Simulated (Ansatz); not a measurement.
Calculated with Ansatz (gas phase, PBE0-D4/def2-TZVP geometries, no zero-point term in ΔE). CBS: MP2 limit from def2 TZ/QZ plus the TZ coupled-cluster correction, frozen cores. DFT in def2-TZVPP. B3LYP here is the variant with VWN-RPA as its local correlation; programs differ in this. Elements past krypton have def2 core potentials. For Te outer-core shells are correlated without core-valence functions, which leaves a few kJ/mol of doubt a bond. One conformer a species, not always the lowest.

Consider the substitution at a C–S bond: `C=NCS[SiH3]` + H₂Te → `C=NC[TeH]` + `[SiH3]S`.

| level | ΔE (kJ/mol) | difference from CCSD(T)/CBS |
| --- | --- | --- |
| PBE-D4 | -18.1 | -0.9 |
| r2SCAN-D4 | -16.4 | 0.8 |
| PBE0-D4 | -13.3 | 3.9 |
| B3LYP-D4 | -14.5 | 2.7 |
| ωB97X-V | -7.6 | 9.6 |
| ωB97M-V | -8.3 | 8.9 |
| B2PLYP | -16.4 | 0.8 |
| PBE | -20.4 | -3.2 |
| r2SCAN | -17.5 | -0.3 |
| PBE0 | -15.5 | 1.7 |
| B3LYP | -17.8 | -0.6 |
| HF/def2-TZVPP | -5.1 | 12.1 |
| MP2/def2-TZVPP | -16.3 | 0.9 |
| SCS-MP2/def2-TZVPP | -13.8 | 3.4 |
| CCSD/def2-TZVPP | -11.1 | 6.1 |
| CCSD(T)/def2-TZVPP | -12.7 | 4.5 |
| HF/def2-QZVPP | -5.6 | 11.6 |
| MP2/def2-QZVPP | -19.0 | -1.8 |
| SCS-MP2/def2-QZVPP | -16.3 | 0.9 |
| HF/CBS(def2) | -5.6 | 11.6 |
| MP2/CBS(def2) | -20.7 | -3.5 |
| CCSD/CBS(def2) | -15.6 | 1.6 |
| CCSD(T)/CBS | -17.2 | 0 |

Largest T1 diagnostic among the species: 0.012.

From PBE to PBE0 (25 % exact exchange), in def2-TZVPP and without D4, ΔE moves by +4.9 kJ/mol. The D4 term adds +3.3 kJ/mol with B3LYP and +2.2 kJ/mol with PBE0; it sums over pairs of atoms, weighted by their polarisabilities, and B3LYP, whose exchange is more repulsive, gets the larger term.
